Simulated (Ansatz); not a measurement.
Two isomers of CH4FO2Si: A = `CO[Si](O)F`•, B = `CO[SiH]([O])F`•.

Isolated molecules relaxed with PBE0-D4/def2-TZVP in Ansatz; ΔE leaves out vibrations. CBS: MP2 limit from def2 TZ/QZ plus the TZ coupled-cluster correction, frozen cores. DFT in def2-TZVPP. B3LYP here is the variant with VWN-RPA as its local correlation; programs differ in this. Open shells (•) are unrestricted, without spin–orbit coupling. Each species was taken in one conformer, which may not be the lowest.

Which is lower in electronic energy at CCSD(T)/CBS, and by how much? (An estimate is asked.)

The calculation gave: A, by 27.3 kcal/mol.

Give E(B) − E(A) in kcal/mol with r2SCAN-D4, B3LYP-D4, PBE-D4, B3LYP, B2PLYP, BLYP-D4, PBE0-D4. (Best estimate.)

Ansatz gave: r2SCAN-D4 26.8, B3LYP-D4 24.8, PBE-D4 29.6, B3LYP 24.7, B2PLYP 26.2, BLYP-D4 26.0, PBE0-D4 27.0. None reverses the order clearly.

Does the order hold for the free energy at 298.15 K (harmonic terms from PBE0-D4)? (An estimate is asked.)

Computed: Yes: G(B) − G(A) = +26.0 kcal/mol, for one conformer each. Modes under 60 cm⁻¹, often nearly free rotors, make the harmonic entropy too high.

Largest T1 diagnostic: 0.014.

At CCSD(T), def2-SVP lies −5.5 kcal/mol from the extrapolated value and def2-TZVPP −2.0 kcal/mol. From PBE to PBE0 (25 % exact exchange), in def2-TZVPP and without D4, E(B) − E(A) moves by −2.5 kcal/mol.
